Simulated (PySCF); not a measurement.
**CeH3(H2O): from a saddle point downhill**

PySCF 2.14.0, RKS PBE0, Ce lcecp-1-SVP with ECP47, H def2-SVP, O def2-SVP; non-relativistic Hamiltonian with scalar-relativistic core potentials where named; density fitting; no spin-orbit coupling. Relaxed within the symmetry of its start, the geometry (Cs) is

```xyz
7

Ce    0.1531   -0.1698    0.1698
H     0.7143    1.7999    0.7986
H    -1.0234   -1.4190    1.4190
H     0.7143   -0.7986   -1.7999
O    -1.2384    1.3009   -1.3009
H    -1.0015    2.2237   -1.1231
H    -1.0015    1.1231   -2.2237
```

and its lowest harmonic modes are -181, 117, 176, 305, 309, 399 cm⁻¹ (negative: unstable). It was moved along the lowest mode and relaxed again.

Problem. Where does it end, and how much lower?

Solution. In C1, 0.100 eV lower, after 25 steps:
```xyz
7

Ce    0.0004    0.1254    0.2681
H     1.3999    1.2768    1.3591
H    -0.9578   -1.4278    1.3303
H     0.4130   -0.2186   -1.8624
O    -1.3612    1.3093   -1.4098
H    -1.4564    2.1716   -1.8306
H    -0.7210    0.7550   -1.9834
```

Problem. How do the contacts change?

Solution. 
| contact | saddle (Å) | end (Å) |
| --- | --- | --- |
| Ce1–H2 (H) | 2.143 | 2.115 |
| Ce1–H3 (H) | 2.122 | 2.112 |
| Ce1–H4 (H) | 2.143 | 2.197 |
| Ce1–O5 (H2O) | 2.503 | 2.464 |
| Ce1–H7 (H2O) | 2.955 | 2.447 |
Short contacts between ligands at the end: H4···H7 1.50 Å.

Problem. Is the end a minimum?

Solution. Yes; lowest modes 186, 211, 286, 297, 434, 539 cm⁻¹.

An lcecp potential fixes the number of 4f electrons, so in runs with it no electron can move into or out of that shell.

State: singlet in the valence, with the 4f electrons in the core potential.
